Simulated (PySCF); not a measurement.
CH₇AlO₂Si. Atoms are numbered in the order given.

```xyz
12

Al    -0.6771     0.6698     0.8240
H     -1.1884     1.0769     2.2475
O     -1.2708     1.5177    -0.5091
C     -1.1572     1.5634    -1.8915
H     -0.7924     2.5529    -2.2200
H     -0.4625     0.8015    -2.2922
H     -2.1403     1.4024    -2.3684
O      0.4424    -0.5875     0.6164
Si     1.5251    -1.7783     0.2786
H      0.9584    -3.1127     0.6423
H      2.7877    -1.5665     1.0498
H      1.8580    -1.7876    -1.1801
```

The structure is a stationary point at PBE0-D3(BJ)/def2-SVP. The structure was generated by enumeration; whether it is a known compound was not checked. Other conformers were not sampled.

Method: PySCF 2.14.0 with TDA-PBE/def2-SVPD.

Vertical excitations. Gas-phase values at a fixed geometry.

Computed UV-visible absorptions:
```csv
state,energy (eV),λ (nm),f,main pairs
S1,5.60,221,0.004,HOMO→LUMO 99 %
S2,5.64,220,0.001,HOMO−1→LUMO 89 %
S3,5.71,217,0.000,HOMO−1→LUMO+1 99 %
S4,6.13,202,0.125,HOMO→LUMO+1 83 %
S5,6.23,199,0.005,HOMO−2→LUMO 98 %
S6,6.25,198,0.004,HOMO−2→LUMO+1 90 %
S7,6.34,196,0.010,HOMO−3→LUMO 89 %
S8,6.53,190,0.038,HOMO−3→LUMO+1 95 %
S9,6.81,182,0.002,"HOMO→LUMO+2 65 %, HOMO→LUMO+3 33 %"
S10,6.85,181,0.003,"HOMO→LUMO+3 66 %, HOMO→LUMO+2 32 %"
T1,5.38,231,0,HOMO→LUMO+1 93 %
T2,5.44,228,0,HOMO→LUMO 92 %
T3,5.51,225,0,HOMO−1→LUMO 94 %
T4,5.61,221,0,HOMO−1→LUMO+1 93 %
```
Triplets are in the Tamm–Dancoff approximation.
